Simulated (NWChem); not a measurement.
System: N2H3 anion

```xyz
5

N      0.0055    -0.8060     0.1386
N      0.0773     0.6565    -0.0393
H      0.6757    -1.1456    -0.5601
H      0.3078     1.0823     0.8684
H     -0.8714     1.0072    -0.2263
```
Atoms are numbered in this order, from 1.

All runs: NWChem. Sets without diffuse functions describe the anion's extra electron poorly. All runs use the structure optimised with B3LYP/def2-SVPD. The highest occupied level is positive, so the extra electron may be held by the finite basis. B3LYP is NWChem's, with the RPA form of VWN correlation. Atomic charges in e: unrestrained fits to the electrostatic potential beside Mulliken populations; buried atoms are poorly determined by the fit.

**Question.** What does the run give for B3LYP/def2-SVP? Quantities: ESP N1; Mulliken N1; ESP N2; Mulliken N2; relative RMS misfit of the potential (%).

**Answer.** 
```
Property                                  Value
----------------------------------------  -----
ESP N1                                    -0.91
Mulliken N1                               -0.68
ESP N2                                    -0.60
Mulliken N2                               -0.22
relative RMS misfit of the potential (%)      6
```
